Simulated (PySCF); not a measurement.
cyclopentadiene (C5H6), singlet, at a GFN2-xTB geometry; PySCF with BLYP/STO-3G.

The PySCF input:
```python
from pyscf import gto, scf, dft

mol = gto.M(
    atom='''
C    -0.955990    0.740467   -0.180421
C     0.319283    1.146548   -0.139709
C     1.207952   -0.029505    0.097978
C     0.236621   -1.160126    0.184798
C    -1.007342   -0.692511    0.021173
H    -1.824880    1.354959   -0.336010
H     0.692112    2.147815   -0.254419
H     1.788391    0.078958    1.016814
H     1.922853   -0.169607   -0.715792
H     0.537096   -2.177839    0.354121
H    -1.918717   -1.263520    0.032363
''',
    basis='sto-3g',
    charge=0,
    spin=0,
    verbose=4,
    symmetry=True,
)

mf = dft.RKS(mol)
mf.xc = 'blyp'
mf.irrep_nelec = {"A'": 32, 'A"': 4}
mf.kernel()
mf.analyze()
```

Output, abridged:

```
PySCF version 2.14.0

[INPUT] verbose = 4
[INPUT] num. atoms = 11
[INPUT] num. electrons = 36
[INPUT] charge = 0
[INPUT] spin (= nelec alpha-beta = 2S) = 0
[INPUT] symmetry True subgroup None
[INPUT] Mole.unit = angstrom
[INPUT] Symbol           X                Y                Z      unit          X                Y                Z       unit  Magmom
[...]
nuclear repulsion = 157.907745039738
point group symmetry = Cs
symmetry origin: [-5.24923923e-08  2.09969569e-07 -4.72431531e-07]
symmetry axis x: [-0.03548529 -0.98962539  0.13922062]
symmetry axis y: [ 0.99643066 -0.02435894  0.08082434]
symmetry axis z: [ 0.07659455 -0.14159177 -0.98695747]
num. orbitals of irrep A' = 25
num. orbitals of irrep A" = 6
number of shells = 21
number of NR pGTOs = 93
number of NR cGTOs = 31
basis = sto-3g
ecp = {}

******** <class 'pyscf.dft.rks_symm.SymAdaptedRKS'> ********
method = SymAdaptedRKS
initial guess = minao
damping factor = 0
level_shift factor = 0
DIIS = <class 'pyscf.scf.diis.CDIIS'>
diis_start_cycle = 1
diis_space = 8
diis_damp = 0
SCF conv_tol = 1e-09
SCF conv_tol_grad = None
SCF max_cycles = 50
direct_scf = True
direct_scf_tol = 1e-13
XC library pyscf.dft.libxc version 7.1.2
    S. Lehtola, C. Steigemann, M. J. T. Oliveira, and M. A. L. Marques,  SoftwareX 7, 1–5 (2018)
XC functionals = blyp
    A. D. Becke,  Phys. Rev. A 38, 3098 (1988)
    C. Lee, W. Yang, and R. G. Parr,  Phys. Rev. B 37, 785 (1988)
    B. Miehlich, A. Savin, H. Stoll, and H. Preuss,  Chem. Phys. Lett. 157, 200 (1989)
radial grids:
    Treutler-Ahlrichs [JCP 102, 346 (1995); DOI:10.1063/1.469408] (M4) radial grids

becke partition: Becke, JCP 88, 2547 (1988); DOI:10.1063/1.454033
pruning grids: <function nwchem_prune>
grids dens level: 3
symmetrized grids: True
atomic radii adjust function: <function treutler_atomic_radii_adjust>
small_rho_cutoff = 0
Freeze 36 electrons in irreps ["A'", 'A"']
    0 free electrons in irreps
Set gradient conv threshold to 3.16228e-05
Initial guess from minao.
tot grids = 129440
init E= -192.277251168765
HOMO (A') = 0.240738772656539  LUMO (A") = -0.212684220401305  gap/eV = -12.33827

WARN: A' HOMO 0.240738772656539 > system LUMO -0.212684220401305

WARN: A" LUMO -0.212684220401305 < system HOMO 0.240738772656539

cycle= 1 E= -190.554575081586  delta_E= 1.72  |g|= 0.47  |ddm|= 5.99
HOMO (A') = 0.340995886828767  LUMO (A") = -0.129987148424153  gap/eV = -12.81610

WARN: A' HOMO 0.340995886828767 > system LUMO -0.129987148424153

WARN: A" LUMO -0.129987148424153 < system HOMO 0.340995886828767

cycle= 2 E= -189.407652824282  delta_E= 1.15  |g|= 1.43  |ddm|=  8.2
HOMO (A') = 0.369400405276031  LUMO (A") = -0.116139654538536  gap/eV = -13.21222

WARN: A' HOMO 0.369400405276031 > system LUMO -0.116139654538536

WARN: A" LUMO -0.116139654538536 < system HOMO 0.369400405276031

cycle= 3 E= -190.515528665088  delta_E= -1.11  |g|= 0.464  |ddm|= 3.23
HOMO (A') = 0.322648928040846  LUMO (A") = -0.187802575291493  gap/eV = -13.89009

WARN: A' HOMO 0.322648928040846 > system LUMO -0.187802575291493

WARN: A" LUMO -0.187802575291493 < system HOMO 0.322648928040846

cycle= 4 E= -190.622548210269  delta_E= -0.107  |g|= 0.219  |ddm|= 7.81
HOMO (A') = 0.342990551942478  LUMO (A") = -0.165295429958978  gap/eV = -13.83117

WARN: A' HOMO 0.342990551942478 > system LUMO -0.165295429958978

WARN: A" LUMO -0.165295429958978 < system HOMO 0.342990551942478

cycle= 5 E= -190.631233160667  delta_E= -0.00868  |g|= 0.174  |ddm|= 0.809
HOMO (A') = 0.347371329897783  LUMO (A") = -0.159835719651688  gap/eV = -13.80181

WARN: A' HOMO 0.347371329897783 > system LUMO -0.159835719651688

WARN: A' LUMO 0.347943671588471 < system HOMO 0.347371329897783

WARN: A" LUMO -0.159835719651688 < system HOMO 0.347371329897783

cycle= 6 E= -190.529890190481  delta_E= 0.101  |g|= 0.384  |ddm|= 7.59
HOMO (A') = 0.34359584875434  LUMO (A") = -0.161946466434778  gap/eV = -13.75651

WARN: A' HOMO 0.34359584875434 > system LUMO -0.161946466434778

WARN: A" LUMO -0.161946466434778 < system HOMO 0.34359584875434

cycle= 7 E= -190.574975371787  delta_E= -0.0451  |g|= 0.331  |ddm|= 7.28
HOMO (A') = 0.34278612542801  LUMO (A") = -0.162491403013386  gap/eV = -13.74930

WARN: A' HOMO 0.34278612542801 > system LUMO -0.162491403013386

WARN: A" LUMO -0.162491403013386 < system HOMO 0.34278612542801

cycle= 8 E= -190.581095951246  delta_E= -0.00612  |g|= 0.322  |ddm|= 6.43
HOMO (A') = 0.346105489462332  LUMO (A") = -0.16119758076293  gap/eV = -13.80442

WARN: A' HOMO 0.346105489462332 > system LUMO -0.16119758076293

WARN: A" LUMO -0.16119758076293 < system HOMO 0.346105489462332

cycle= 9 E= -190.636920035232  delta_E= -0.0558  |g|= 0.105  |ddm|= 2.95
HOMO (A') = 0.35084640358245  LUMO (A") = -0.154357449085528  gap/eV = -13.74730

WARN: A' HOMO 0.35084640358245 > system LUMO -0.154357449085528

WARN: A" LUMO -0.154357449085528 < system HOMO 0.35084640358245

cycle= 10 E= -190.537858976167  delta_E= 0.0991  |g|= 0.403  |ddm|= 7.31
HOMO (A') = 0.35014039451741  LUMO (A") = -0.155438566088984  gap/eV = -13.75750

WARN: A' HOMO 0.35014039451741 > system LUMO -0.155438566088984

WARN: A" LUMO -0.155438566088984 < system HOMO 0.35014039451741

cycle= 11 E= -190.534086480651  delta_E= 0.00377  |g|= 0.41  |ddm|= 0.209
HOMO (A') = 0.350853509323053  LUMO (A") = -0.15490081086164  gap/eV = -13.76228

WARN: A' HOMO 0.350853509323053 > system LUMO -0.15490081086164

WARN: A" LUMO -0.15490081086164 < system HOMO 0.350853509323053

cycle= 12 E= -190.536856196235  delta_E= -0.00277  |g|= 0.415  |ddm|=  0.7
HOMO (A') = 0.348908453548395  LUMO (A") = -0.158450440734366  gap/eV = -13.80594

WARN: A' HOMO 0.348908453548395 > system LUMO -0.158450440734366

WARN: A" LUMO -0.158450440734366 < system HOMO 0.348908453548395

cycle= 13 E= -190.63462358277  delta_E= -0.0978  |g|= 0.115  |ddm|= 6.39
HOMO (A') = 0.349303318157447  LUMO (A") = -0.157790734122963  gap/eV = -13.79873

WARN: A' HOMO 0.349303318157447 > system LUMO -0.157790734122963

[...]

WARN: A' HOMO 0.352397367020841 > system LUMO -0.150439174897229

WARN: A" LUMO -0.150439174897229 < system HOMO 0.352397367020841

cycle= 34 E= -190.543553399232  delta_E= 0.000341  |g|= 0.362  |ddm|= 0.517
HOMO (A') = 0.351155571076139  LUMO (A") = -0.151580367983239  gap/eV = -13.68014

WARN: A' HOMO 0.351155571076139 > system LUMO -0.151580367983239

WARN: A" LUMO -0.151580367983239 < system HOMO 0.351155571076139

cycle= 35 E= -190.552795288871  delta_E= -0.00924  |g|= 0.37  |ddm|= 2.72
HOMO (A') = 0.350263361738672  LUMO (A") = -0.152809040955147  gap/eV = -13.68930

WARN: A' HOMO 0.350263361738672 > system LUMO -0.152809040955147

WARN: A" LUMO -0.152809040955147 < system HOMO 0.350263361738672

cycle= 36 E= -190.549374995546  delta_E= 0.00342  |g|= 0.38  |ddm|= 0.289
HOMO (A') = 0.3487289726331  LUMO (A") = -0.156947875467298  gap/eV = -13.76017

WARN: A' HOMO 0.3487289726331 > system LUMO -0.156947875467298

WARN: A" LUMO -0.156947875467298 < system HOMO 0.3487289726331

cycle= 37 E= -190.591400962609  delta_E= -0.042  |g|= 0.266  |ddm|= 2.72
HOMO (A') = 0.345293255887971  LUMO (A") = -0.160521390262895  gap/eV = -13.76392

WARN: A' HOMO 0.345293255887971 > system LUMO -0.160521390262895

WARN: A" LUMO -0.160521390262895 < system HOMO 0.345293255887971

cycle= 38 E= -190.570070565324  delta_E= 0.0213  |g|= 0.368  |ddm|= 6.47
HOMO (A') = 0.342542475156562  LUMO (A") = -0.156642325643816  gap/eV = -13.58351

WARN: A' HOMO 0.342542475156562 > system LUMO -0.156642325643816

WARN: A" LUMO -0.156642325643816 < system HOMO 0.342542475156562

cycle= 39 E= -190.539300764482  delta_E= 0.0308  |g|= 0.41  |ddm|= 2.47
HOMO (A') = 0.343751361549743  LUMO (A") = -0.157374531007365  gap/eV = -13.63633

WARN: A' HOMO 0.343751361549743 > system LUMO -0.157374531007365

WARN: A" LUMO -0.157374531007365 < system HOMO 0.343751361549743

cycle= 40 E= -190.575934873849  delta_E= -0.0366  |g|= 0.315  |ddm|= 1.26
HOMO (A') = 0.341781379739043  LUMO (A") = -0.161108934197032  gap/eV = -13.68434

WARN: A' HOMO 0.341781379739043 > system LUMO -0.161108934197032

WARN: A" LUMO -0.161108934197032 < system HOMO 0.341781379739043

cycle= 41 E= -190.574650105056  delta_E= 0.00128  |g|= 0.316  |ddm|= 0.98
HOMO (A') = 0.348796388863104  LUMO (A") = -0.157087855313266  gap/eV = -13.76581

WARN: A' HOMO 0.348796388863104 > system LUMO -0.157087855313266

WARN: A" LUMO -0.157087855313266 < system HOMO 0.348796388863104

cycle= 42 E= -190.627779253742  delta_E= -0.0531  |g|= 0.143  |ddm|= 2.88
HOMO (A') = 0.350067059619827  LUMO (A") = -0.156382747948191  gap/eV = -13.78120

WARN: A' HOMO 0.350067059619827 > system LUMO -0.156382747948191

WARN: A" LUMO -0.156382747948191 < system HOMO 0.350067059619827

cycle= 43 E= -190.541528228865  delta_E= 0.0863  |g|= 0.362  |ddm|= 7.56
HOMO (A') = 0.351350422257872  LUMO (A") = -0.154411709840201  gap/eV = -13.76249

WARN: A' HOMO 0.351350422257872 > system LUMO -0.154411709840201

WARN: A" LUMO -0.154411709840201 < system HOMO 0.351350422257872

cycle= 44 E= -190.537419915046  delta_E= 0.00411  |g|= 0.373  |ddm|= 1.72
HOMO (A') = 0.35057397524779  LUMO (A") = -0.156352441877481  gap/eV = -13.79417

WARN: A' HOMO 0.35057397524779 > system LUMO -0.156352441877481

WARN: A" LUMO -0.156352441877481 < system HOMO 0.35057397524779

cycle= 45 E= -190.542213595362  delta_E= -0.00479  |g|= 0.396  |ddm|= 2.25
HOMO (A') = 0.347143530662845  LUMO (A") = -0.15776937457204  gap/eV = -13.73938

WARN: A' HOMO 0.347143530662845 > system LUMO -0.15776937457204

WARN: A" LUMO -0.15776937457204 < system HOMO 0.347143530662845

cycle= 46 E= -190.525178369549  delta_E= 0.017  |g|= 0.454  |ddm|= 1.82
HOMO (A') = 0.349134307885995  LUMO (A") = -0.152689629128845  gap/eV = -13.65532

WARN: A' HOMO 0.349134307885995 > system LUMO -0.152689629128845

WARN: A" LUMO -0.152689629128845 < system HOMO 0.349134307885995

cycle= 47 E= -190.525297239598  delta_E= -0.000119  |g|= 0.456  |ddm|= 0.507
HOMO (A') = 0.34761605336236  LUMO (A") = -0.154746062758221  gap/eV = -13.66997

WARN: A' HOMO 0.34761605336236 > system LUMO -0.154746062758221

WARN: A" LUMO -0.154746062758221 < system HOMO 0.34761605336236

cycle= 48 E= -190.532287676798  delta_E= -0.00699  |g|= 0.432  |ddm|= 0.456
HOMO (A') = 0.347449158313052  LUMO (A") = -0.158678900710882  gap/eV = -13.77245

WARN: A' HOMO 0.347449158313052 > system LUMO -0.158678900710882

WARN: A" LUMO -0.158678900710882 < system HOMO 0.347449158313052

cycle= 49 E= -190.554913113571  delta_E= -0.0226  |g|= 0.384  |ddm|= 1.15
HOMO (A') = 0.347645608056635  LUMO (A") = -0.156350438776327  gap/eV = -13.71443

WARN: A' HOMO 0.347645608056635 > system LUMO -0.156350438776327

WARN: A" LUMO -0.156350438776327 < system HOMO 0.347645608056635

cycle= 50 E= -190.57355502545  delta_E= -0.0186  |g|= 0.337  |ddm|= 1.01
SCF not converged.
SCF energy = -190.57355502545
**** SCF Summaries ****
Total Energy =                        -190.573555025449593
Nuclear Repulsion Energy =             157.907745039737790
One-electron Energy =                 -569.339980323215059
Two-electron Energy =                  220.858680258027704
Two-electron Coulomb Energy =          250.287073588007530
DFT Exchange-Correlation Energy =      -29.428393329979823
HOMO-LUMO gap [eV] =                   -13.714430982925716
Wave-function symmetry = A'
occupancy for each irrep:     A'   A"
                              16    2
**** MO energy ****
[...]
 ** Mulliken pop on meta-lowdin orthogonal AOs  **
 ** Mulliken pop  **
[...]
 ** Mulliken atomic charges  **
charge of    0C =     -0.02535
charge of    1C =      0.04396
charge of    2C =     -0.17956
charge of    3C =      0.25922
charge of    4C =      0.06317
charge of    5H =     -0.10223
charge of    6H =     -0.28261
charge of    7H =      0.03077
charge of    8H =      0.03077
charge of    9H =      0.10779
charge of   10H =      0.05408
Dipole moment(X, Y, Z, Debye): -0.78549, -7.63022,  1.03369
```

The run did not converge; its last values are not results.
